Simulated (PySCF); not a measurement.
C2H5O (SMILES [CH2]OC), doublet, geometry from GFN2-xTB. Base run: CCSD(T)/STO-3G (PySCF).

Here is a job for PySCF.
```python
from pyscf import gto, scf, cc

mol = gto.M(
    atom='''
C     0.031253    1.181916   -0.338547
O     0.244578    0.109335    0.472470
C    -0.155948   -1.132882   -0.040575
H     0.251414    2.121788    0.125724
H    -0.688309    1.107007   -1.134827
H     0.026173   -1.870495    0.739352
H    -1.220492   -1.130349   -0.301951
H     0.422761   -1.396837   -0.933325
''',
    basis='sto-3g',
    charge=0,
    spin=1,
    verbose=4,
)

mf = scf.UHF(mol)
mf.kernel()

mycc = cc.CCSD(mf)
mycc.kernel()
et = mycc.ccsd_t()
print('E(CCSD(T)) = %.10f' % (mycc.e_tot + et))
mf.analyze()
```

The base run was repeated with changes; each row names its change, and settings that it needs were set with it.

| change | ΔE vs base (mEh) | MP2 correlation (Eh) | CC correlation without the perturbative part (Eh) | basis functions |
|---|---|---|---|---|
| base | 0.000 | -0.12653 | -0.16994 | 20 |
| frozen = 3 | 0.813 | -0.12563 | -0.16914 | 20 |
| method = cisd | 13.212 | - | - | 20 |
| cc.level_shift = 0.2 | 0.000 | -0.12653 | -0.16994 | 20 |
| frozen = 2 | 0.507 | -0.12596 | -0.16944 | 20 |
| cc.direct = True | 0.000 | -0.12653 | -0.16994 | 20 |
| cc.iterative_damping = 0.8 | 0.000 | -0.12653 | -0.16994 | 20 |
| cc.diis_space = 10 | 0.000 | -0.12653 | -0.16994 | 20 |
| cc.conv_tol = 1e-5 | 0.000 | -0.12653 | -0.16994 | 20 |
| cc.conv_tol = 1e-9 | 0.000 | -0.12653 | -0.16994 | 20 |

Open shells are given as the SCF converged; they aren't shown to be the lowest states, and a large step between rows can be another state.
